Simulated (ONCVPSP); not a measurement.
Transferability test, ONCV potential for lanthanum

La, optimised norm-conserving Vanderbilt (ONCV), made with ONCVPSP 4.0.1 (LDA (Perdew-Wang 92), scalar-relativistic). Core [Kr] 4d10, reference 5s2 5p6 5d1 6s1.5 6p0.5. Waves: 5s+6s: rc 2.85 bohr, ncon 5, nbas 8, qcut 3.6 1/bohr, 3 projectors, debl 1 Ha; 5p+6p: rc 2.80 bohr, ncon 3, nbas 7, qcut 4.5 1/bohr, 2 projectors; 5d: rc 4.00 bohr, ncon 4, nbas 8, qcut 4.2 1/bohr, 3 projectors, debl 3.7 Ha; f scattering state at 0.07 Ha: rc 4.25 bohr, ncon 4, nbas 7, qcut 2.9 1/bohr, 2 projectors, debl 1.4 Ha. Local part: polynomial inside 1.80 bohr (lpopt 1, dvloc0 0 Ha). Core correction: Teter function, fcfact 2.75, rcfact 1.7.

In the f channel the program set the typed energies aside and used -0.189, 1.211 Ha.

Energies are relative to the spin-unpolarised reference configuration 5s2 5p6 5d1 6s1.5 6p0.5; without spin polarisation the order of configurations can differ from experiment.

| valence configuration | charge | ΔE all-electron (eV) | error AE − PS (meV) |
| --- | --- | --- | --- |
| 5s2 5p6 5d1 6s2 6p0 | 0 | -1.213 | -0.7 |
| 5s2 5p6 5d1 6s1 6p0 | +1 | 4.945 | -6.0 |
| 5s2 5p6 5d1 6s0 6p0 | +2 | 16.091 | -54 |
| 5s2 5p6 5d0 6s2 6p1 | 0 | 1.166 | +2.0 |

Levels in the configuration 5s2 5p6 5d1 6s1 6p0:

```tsv
level	all-electron (eV)	pseudo (eV)
5s	-44.963	-45.032
5p	-28.341	-28.393
5d	-8.686	-8.708
6s	-8.598	-8.616
```

Note: ghosts flagged at negative energy: f at -402.0 eV (a further GHOST(-) flag falls on a real empty level of the atom); GHOST(+) flagged for f at 92.3 eV, d at 158.3 eV, s at 172.3 eV, f at 222.1 eV. A true bound ghost makes a file unfit for plane-wave use.
